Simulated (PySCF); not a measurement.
`InChI=1S/C3H3Br/c4-3-1-2-3/h1-3H`

Geometry (Å), atoms numbered from 1 in this order:
```xyz
7

Br    1.990   -0.197   -1.154
C     0.597   -0.146    0.234
C    -0.785   -0.510   -0.100
C    -0.549    0.760    0.088
H     1.084   -0.378    1.189
H    -1.459   -1.318   -0.368
H    -0.878    1.796    0.090
```

Method: GIAO CAM-B3LYP/aug-pcSseg-1 magnetisability, rotational g tensor and spin-rotation constants, non-relativistic, gas phase in PySCF. Geometry: PBE0-D3(BJ)/def2-SVP.

The calculation is non-relativistic, which matters for the atoms heavier than Zn.

Task: What are the magnetisability and the molar susceptibility?

Result: Isotropic -890 × 10⁻³⁰ J/T², or -53.6 × 10⁻⁶ cm³/mol; principal values -1167, -804, -700 × 10⁻³⁰ J/T², anisotropy 425 × 10⁻³⁰ J/T² (root of half the summed squared differences of the principal values). The susceptibility is in cgs units.

Task: Split it along the inertial axes a, b, c into diamagnetic and paramagnetic parts about the centre of mass, with the quadrupole moment.

Result: 
```
axis  χ (10⁻⁶ cm³/mol)  diamagnetic (10⁻⁶ cm³/mol)  paramagnetic (10⁻⁶ cm³/mol)  summed x² of all electrons (Å²)  quadrupole Θ (D Å)
   a             -62.5                      -131.9                         69.4                            102.1               +2.61
   b             -42.2                      -491.3                        449.1                             17.4               +0.31
   c             -56.2                      -506.8                        450.6                             13.7               -2.92
```
Anisotropies 2χaa − χbb − χcc = -26.7 and 2χbb − χaa − χcc = +34.4 × 10⁻⁶ cm³/mol. Θ is traceless in Buckingham's convention.

Task: And the rotational g tensor?

Result: 
```tsv
axis	rotational constant (GHz)	g	nuclear part	electronic part
a	20.8679	+0.0001	0.6804	-0.6803
b	2.6195	-0.0234	0.5293	-0.5527
c	2.5335	-0.0037	0.5327	-0.5363
```
Asymmetric top; isotopes 79Br, 12C, 1H; no vibrational averaging.
